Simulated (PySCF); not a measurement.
# Simulated absorption spectrum

Compound: CH8B2N2.
SMILES: `BNBNC`

Level of theory: PySCF 2.14.0, density-fitted response routines, TDDFT CAM-B3LYP/def2-SVPD, vertical, gas phase, core orbitals frozen in the response. One conformer (not necessarily the lowest) at the PBE0-D3(BJ)/def2-SVP geometry, without solvent, vibrations or thermal averaging. Torsions of this conformer, `[BH2:1][NH:2][BH:3][NH:4][CH3:5]`: B1–N2–B3–N4 1°, N2–B3–N4–C5 180°.

Computed states:

```csv
state,E (eV),f
S1,6.14,0.168
S2,6.68,0.0002
S3,6.83,0.0011
S4,7.36,0.0011
S5,7.78,0.0001
S6,7.83,0.025
```

Broadening: Gaussians 0.4 eV wide at half height, area fixed by f = 4.319×10⁻⁹ ∫ε dν̃. The width is an assumption, not a result. The curve ends short of the highest state used, and states not computed would add to its high-energy end.

Question: What does the envelope look like, and where are its maxima?

Answer: 
| E (eV) | ε (L mol⁻¹ cm⁻¹) |
| --- | --- |
| 5.54 | 21 |
| 5.60 | 70 |
| 5.66 | 204 |
| 5.72 | 522 |
| 5.77 | 1037 |
| 5.83 | 2110 |
| 5.89 | 3789 |
| 5.95 | 6005 |
| 6.01 | 8402 |
| 6.06 | 10105 |
| 6.12 | 11247 |
| 6.18 | 11050 |
| 6.24 | 9584 |
| 6.30 | 7338 |
| 6.36 | 4961 |
| 6.41 | 3259 |
| 6.47 | 1763 |
| 6.53 | 856 |
| 6.59 | 389 |
| 6.65 | 187 |
| 6.70 | 122 |
| 6.76 | 98 |
| 6.82 | 90 |
| 6.88 | 81 |
| 6.94 | 69 |
| 6.99 | 58 |
| 7.05 | 48 |
| 7.11 | 46 |
| 7.17 | 52 |
| 7.23 | 66 |

Maxima: 202 nm (6.14 eV), ε about 11000, made up of S1 (100%) (ε in L mol⁻¹ cm⁻¹; maxima over ε = 5, shares over 10%). At its high-energy end, 7.23 eV, the curve is still rising (ε about 66, from S4).

Question: On this curve, what absorbance would a 10⁻³ mol/L sample give at 222 nm over a 1 cm path?

Answer: 222 nm is 5.585 eV, where ε is about 53 L mol⁻¹ cm⁻¹, so A = ε c l ≈ 0.053 (Beer–Lambert, with the gas-phase spectrum and the assumed width).

Question: What would ε be at 6.14 eV, the highest of these maxima, with half the width (0.2 eV)?

Answer: About 22700 L mol⁻¹ cm⁻¹ against 11300, a factor of about 2.00; a lone state at its own centre would give exactly 2.

Question: Coming from long wavelengths, where does ε first pass 100 L mol⁻¹ cm⁻¹?

Answer: At about 221 nm (5.62 eV), 0.52 eV below S1.

Hardware: one thread, Arm Neoverse V1 (aarch64) (shared host). Cost: 21 s wall (with the writing of density and orbital grids), 0.76 GiB resident at most.
